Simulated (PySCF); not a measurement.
O₂Si, SMILES [Si](=O)=O.

Geometry optimised at ωB97X-D3(BJ)/def2-TZVP.

Two levels are set side by side: TDDFT-PBE/def2-TZVPD (PySCF) and ADC(2)/aug-cc-pVDZ (PySCF). Vertical, same geometry; the bases differ. Differences are taken from unrounded values.

```json
[
 {"quantity": "lowest singlet excitation (eV)", "ADC(2)": "4.31", "TDDFT-PBE": "4.09", "TDDFT-PBE minus ADC(2)": "-0.22"}
]
```

A lower first singlet is the usual sign of a functional without exact exchange. Differences between two approximate levels are no errors against the true value.

Rough cost on one machine, each run with all the roots and properties that it gave: ADC(2) against TDDFT-PBE about 6 times.
